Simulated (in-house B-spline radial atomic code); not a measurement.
A radial electron density 4πr²n(r) was computed for an atom or ion in its tabulated ground configuration with a B-spline radial code for spherical atoms; method: non-relativistic BLYP, spin-polarised, spherical fractional occupations. Columns: r (bohr), 4πr²n(r) (electrons per bohr), bar.

```
 0.00365   0.3964 #
 0.00425   0.5273 #
 0.00496    0.702 ##
 0.00578   0.9285 ##
 0.00674    1.224 ###
 0.00785    1.603 ####
 0.00915    2.089 #####
  0.0107    2.718 #######
  0.0124    3.458 ########
  0.0145    4.421 ###########
  0.0169    5.562 #############
  0.0197    6.912 #################
  0.0229    8.435 ####################
  0.0267    10.16 ########################
  0.0311    11.99 #############################
  0.0363    13.86 #################################
  0.0423    15.59 ######################################
  0.0493    17.01 #########################################
  0.0575    17.96 ###########################################
   0.067    18.25 ############################################
   0.078    17.83 ###########################################
  0.0909    16.73 ########################################
   0.106    15.18 #####################################
   0.124    13.53 #################################
   0.144    12.34 ##############################
   0.168    11.93 #############################
   0.196    12.52 ##############################
   0.228    13.91 ##################################
   0.266    15.65 ######################################
    0.31    16.94 #########################################
   0.361    17.13 #########################################
    0.42    15.88 ######################################
    0.49    13.26 ################################
   0.571    9.884 ########################
   0.666    6.451 ################
   0.776    3.648 #########
   0.904     1.75 ####
    1.05   0.7102 ##
    1.23   0.2195 #
    1.43   0.0564 
    1.67  0.01039
```

Which atom or ion is it?
A. S6+
B. K7+
C. Si6+
D. S5+

A. The area under the curve, ∫4πr²n dr = ∫r·4πr²n d(ln r) on this logarithmic grid, is 10 electrons, which only this option has. The configuration is [He] 2s2 2p6.
